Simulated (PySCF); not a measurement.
Job for PySCF: R-HF/3-21G on CH7ClSi (a complex), monomers drawn apart or pushed together.

```python
from pyscf import gto, scf, dft, mp
from pyscf.data.elements import chemcore

mol = gto.M(
    atom='''
    Cl   -0.56148929   -0.68711842   -0.50006534
    H    -0.12151837   -0.26959638    0.63588191
    C     0.49622998    1.04458745    6.55093491
    Si   -0.05321636   -0.00490323    5.10062294
    H     0.24099703    2.09354940    6.39167137
    H     1.57568934    0.97528510    6.69520031
    H     0.00981812    0.71377053    7.47046220
    H    -1.51407478    0.09893654    4.87942145
    H     0.30435269   -1.42895731    5.29541518
    H     0.62343656    0.46045421    3.85734529
    ''',
    basis='3-21g',
    charge=0, spin=0, verbose=3, max_memory=1800)
mf = scf.RHF(mol)
mf.conv_tol = 1e-8
mf.max_cycle = 100
mf.kernel()
if not mf.converged:
    mf = mf.newton().run(mf.mo_coeff, mf.mo_occ)
```

Program output:

```
converged SCF energy = -786.39515217887
```

The run converged.

Cost: very roughly 0.14 core-seconds.
